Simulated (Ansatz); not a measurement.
Ideal-gas functions of `[SiH2][Se][SiH3]` radical at 400 K and 1 bar, from an Ansatz frequency run at PBE0-D4/def2-TZVP.

Molar mass 140.17 g/mol, point group C1 (symmetry number 1), electronic degeneracy 2, moments of inertia 91.367, 187.119, 270.284 u Å². Harmonic wavenumbers (cm⁻¹, unscaled): 23, 106, 117, 396, 403, 566, 593, 623, 654, 888, 910, 930, 947, 2171, 2215, 2231, 2241, 2251.

Use S(trans) = R[1.5 ln M + 2.5 ln T − 1.1517]; rotational temperatures θ = 24.2544 K / I; S(rot) = R[ln(√π/σ · √(T³/θAθBθC)) + 1.5]; for each mode x = 1.438777 ν̃/T, S = R[x/(eˣ − 1) − ln(1 − e⁻ˣ)] and H = RT x/(eˣ − 1); 1 cm⁻¹ = 0.0119627 kJ/mol; R = 8.31446 J/(mol·K).

Problem. By hand: the entropy, in J/(mol·K).

Solution. Translation 176.6. Rotation: θ = 0.2655, 0.1296, 0.0897 K, giving 116.0. Vibration, mode by mode: 29.04, 16.38, 15.57, 6.04, 5.92, 3.71, 3.43, 3.15, 2.89, 1.48, 1.39, 1.31, 1.25, 0.03, 0.03, 0.02, 0.02, 0.02, in all 91.7. Electronic 5.8. Sum 390.1 J/(mol·K).

Problem. By hand: H − E and G − E in kJ/mol, counted from the electronic energy.

Solution. Zero-point energy ½ × 18265 × 0.0119627 = 109.2; thermal vibration 17.0; translation, rotation and pV give 4 RT = 13.3. H − E = 139.5 kJ/mol, and G − E = 139.5 − 400 × 390.1/1000 = -16.5 kJ/mol.

Vibration gives 24 % of the entropy, 61.0 J/(mol·K) of it from the modes under 150 cm⁻¹: soft modes count most, and the harmonic formula is weakest for them. The sum counts one conformer and one mirror image; others add a mixing term.
